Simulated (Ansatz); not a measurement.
Consider the cleavage of the Si–Si bond: `C[SiH](Cl)[SiH2]O` + `O[SiH](F)F` → `O[SiH2]O[SiH](F)F` + `C[SiH2]Cl`.

Program: Ansatz. Geometries: PBE0-D4/def2-TZVP. ΔE: electronic, gas phase. CBS: MP2 limit from def2 TZ/QZ plus the TZ coupled-cluster correction, frozen cores. DFT in def2-TZVPP. B3LYP here is the variant with VWN-RPA as its local correlation; programs differ in this. Each species was taken in one conformer, which may not be the lowest.

```tsv
level	ΔE (kJ/mol)	difference from CCSD(T)/CBS
PBE-D4	-107.6	29.9
PBE0-D4	-118.4	19.1
B3LYP-D4	-134.5	3.0
ωB97X-V	-133.4	4.1
PBE	-110.4	27.1
r2SCAN	-131.2	6.3
PBE0	-121.0	16.5
B3LYP	-139.0	-1.5
HF/def2-TZVPP	-168.7	-31.2
MP2/def2-TZVPP	-143.8	-6.3
SCS-MP2/def2-TZVPP	-148.7	-11.2
CCSD/def2-TZVPP	-143.6	-6.1
CCSD(T)/def2-TZVPP	-138.9	-1.4
MP2/def2-QZVPP	-144.2	-6.7
SCS-MP2/def2-QZVPP	-149.0	-11.5
HF/CBS(def2)	-172.5	-35.0
CCSD(T)/CBS	-137.5	0
```

Largest T1 diagnostic among the species: 0.012.

The D4 term adds +4.5 kJ/mol with B3LYP and +2.6 kJ/mol with PBE0; it sums over pairs of atoms, weighted by their polarisabilities, and B3LYP, whose exchange is more repulsive, gets the larger term. In def2-TZVPP, CCSD(T) changes the Hartree–Fock value by +29.8 kJ/mol (the triples alone add +4.7 kJ/mol) and MP2 by +24.9 kJ/mol. From PBE to PBE0 (25 % exact exchange), in def2-TZVPP and without D4, ΔE moves by −10.6 kJ/mol.
